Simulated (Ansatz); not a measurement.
Consider the redistribution: `[SiH3][CH]1[NH][GeH2]1` + `O[SiH2][GaH][OH]` → `O[SiH2][GaH][SiH3]` + `O[CH]1[NH][GeH2]1`.

Computed with Ansatz on PBE0-D4/def2-TZVP structures; ΔE is electronic, products minus reactants. CBS: MP2 limit from def2 TZ/QZ plus the TZ coupled-cluster correction, frozen cores. Functionals use def2-TZVPP. B3LYP here is the variant with VWN-RPA as its local correlation; programs differ in this. For Ga, Ge outer-core shells are correlated without core-valence functions, which leaves a few kJ/mol of doubt a bond. Scalar relativity is left out up to krypton. Each species was taken in one conformer, which may not be the lowest.

```csv
level,ΔE (kcal/mol),difference from CCSD(T)/CBS
PBE0-D4,30.5,-8.2
B3LYP-D4,28.0,-10.7
ωB97M-V,32.7,-6.0
B2PLYP,34.1,-4.6
PBE,26.8,-11.9
r2SCAN,32.3,-6.4
PBE0,30.3,-8.4
B3LYP,27.5,-11.2
MP2/def2-TZVPP,44.5,5.8
CCSD/def2-TZVPP,37.1,-1.6
CCSD(T)/def2-TZVPP,37.5,-1.2
HF/def2-QZVPP,29.1,-9.6
MP2/def2-QZVPP,45.3,6.6
SCS-MP2/def2-QZVPP,42.6,3.9
HF/CBS(def2),29.1,-9.6
CCSD/CBS(def2),38.3,-0.4
CCSD(T)/CBS,38.7,0
```

Largest T1 diagnostic among the species: 0.014.

From PBE to PBE0 (25 % exact exchange), in def2-TZVPP and without D4, ΔE moves by +3.5 kcal/mol. In def2-TZVPP, CCSD(T) changes the Hartree–Fock value by +8.7 kcal/mol (the triples alone add +0.5 kcal/mol) and MP2 by +15.8 kcal/mol.
